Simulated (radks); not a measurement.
Ionisation of the gadolinium ion Gd+, [Xe] 4f7 5d1 6s1, to [Xe] 4f7 5d1 as the strength of local exchange is varied. Calculated with a radial shooting solver on a logarithmic mesh with Libxc functionals: scalar-relativistic Kohn-Sham, Slater X-alpha exchange (alpha = 2/3 is LDA exchange), no correlation, spin-polarised, spherical densities, finite nucleus; open shells are filled with parallel spins first (spin-orbit coupling, left out, can overturn this in heavy ions); Fermi nuclear charge, rms radius 5.1569 fm.

| alpha | E(Gd+) (hartree) | exchange (hartree) | IE (eV) | -e of the level emptied (eV) | <r> of it (bohr) |
|---|---|---|---|---|---|
| 0.667 | -11256.6734 | -234.9793 | 12.182 | 9.435 (6s) | 3.623 |
| 0.808 | -11306.6490 | -285.9772 | 13.121 | 10.402 (6s) | 3.506 |
| 0.879 | -11331.9018 | -311.8289 | 13.606 | 10.907 (6s) | 3.449 |
| 0.933 | -11351.1473 | -331.5676 | 13.981 | 11.299 (6s) | 3.407 |
| 0.938 | -11352.9310 | -333.3986 | 14.016 | 11.336 (6s) | 3.403 |
| 0.986 | -11370.0693 | -351.0052 | 14.354 | 11.690 (6s) | 3.367 |
| 0.989 | -11371.1413 | -352.1073 | 14.375 | 11.713 (6s) | 3.365 |

NIST Atomic Spectra Database: 12.08 eV (semi-empirical). The central value is not met in this range of alpha. Open shells are spherical and high-spin; term and fine-structure splittings are not resolved. Spin-orbit splitting is averaged out at the scalar-relativistic level.
